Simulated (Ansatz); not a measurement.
Basis-set series for C$_{2}$H$_{8}$S$_{2}$Si, SMILES `CSCS[SiH3]`. Total charge 0; spin multiplicity 1. All single points use the PBE0-D4/def2-TZVP geometry. It is one conformer, not always the lowest.

| functional | basis | functions | energy (Eh) | HOMO (eV) | LUMO (eV) |
| --- | --- | --- | --- | --- | --- |
| PBE0-D4 | def2-SVP | 122 | -1166.02442 | -6.67 | 0.32 |
| PBE0-D4 | def2-QZVPP | 564 | -1166.53266 | -6.73 | -0.25 |
| ωB97M-V | def2-SVP | 122 | -1166.38845 | -8.81 | 2.38 |
| ωB97M-V | def2-QZVPP | 564 | -1166.89994 | -8.90 | 1.41 |

Q: Give the rows for def2-TZVPP. (Estimate.)

A: Computed: 
```csv
functional,basis,functions,energy (Eh),HOMO (eV),LUMO (eV)
PBE0-D4,def2-TZVPP,300,-1166.49389,-6.70,-0.11
ωB97M-V,def2-TZVPP,300,-1166.86306,-8.88,1.77
```

Positive LUMOs are unbound and depend on the basis.
